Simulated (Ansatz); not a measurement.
Molecule: GeH3, charge -1, multiplicity 1. Whether it binds its extra electron was not tested at this geometry. SMILES: [GeH3-]
Coordinates optimised at B3LYP-D3(BJ)/def2-TZVP (Ansatz, a first-principles code):
```
Ge
H 1 1.6254
H 1 1.6254 2 92.28
H 1 1.6254 2 92.28 3 92.38
```
Charge -1, spin multiplicity 1.

Task: Give the harmonic wavenumbers at B3LYP-D3(BJ)/def2-TZVP (Ansatz, finite differences of forces, unscaled).

Result: 843, 887, 887, 1716, 1716, 1723 cm⁻¹. Zero-point energy 11.1 kcal/mol.

Task: From these and the geometry, give the ideal-gas thermochemistry at 298.15 K and 1 atm (rigid rotor, harmonic oscillator).

Result: Point group C3v, rotational symmetry number 3. Rotational constants 98.67, 98.67, 91.25 GHz. S(trans) 38.89, S(rot) 14.36, S(vib) 0.48, S(elec, spin only) 0.00, S 53.7 cal/(mol K). H(298) - H(0) 2.49 kcal/mol; G - E(el) -2.4 kcal/mol.
